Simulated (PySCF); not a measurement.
Isomers of C6H8F2O2, one GFN2-xTB conformer each. Single-point energies are computed at PBE0/pcSseg-1 (PySCF, gas phase, no added dispersion term), electronic only.

| SMILES | GFN2-xTB relative energy (kJ/mol) |
| --- | --- |
| C[C@]1(C(F)F)COCC1=O | 0.0 |
| CC/C(F)=C(/OC)C(=O)F | 73.7 |

Conformers: `[CH3:1][C@:2]1([CH:3]([F:4])[F:5])[CH2:6][O:7][CH2:8][C:9]1=[O:10]` with C1–C2–C3–F4 -61°, C1–C2–C6–O7 -87°, C2–C6–O7–C8 -37°, C6–O7–C8–C9 29°, O7–C8–C9–O10 171°; `[CH3:1][CH2:2]/[C:3]([F:4])=[C:5](/[O:6][CH3:7])[C:8](=[O:9])[F:10]` with C1–C2–C3–F4 92°, C3–C5–O6–C7 2°, C3–C5–C8–O9 5°.

Task: What does PBE0/pcSseg-1 give for the same structures?

Result: 
```tsv
SMILES	PBE0/pcSseg-1 E (Eh)	PBE0/pcSseg-1 (kJ/mol)	GFN2-xTB (kJ/mol)	point group
C[C@]1(C(F)F)COCC1=O	-582.89889	0.0	0.0	C1
CC/C(F)=C(/OC)C(=O)F	-582.87641	59.0	73.7	C1
```

Both levels put the same isomer lowest. As drawn, the lower has two fluorines on one carbon and a quaternary carbon, which the higher lacks; the higher has a C=C bond outside aromatic rings, which the lower lacks.

Task: Which frontier levels, dipoles and rotational constants go with these structures?

Result: 
| SMILES | HOMO (eV, PBE0/pcSseg-1) | LUMO (eV) | dipole (D) | A, B, C (MHz) |
| --- | --- | --- | --- | --- |
| C[C@]1(C(F)F)COCC1=O | -7.55 | -1.17 | 1.46 | 1902, 1130, 1044 |
| CC/C(F)=C(/OC)C(=O)F | -7.04 | -1.57 | 3.17 | 1466, 1281, 729.5 |
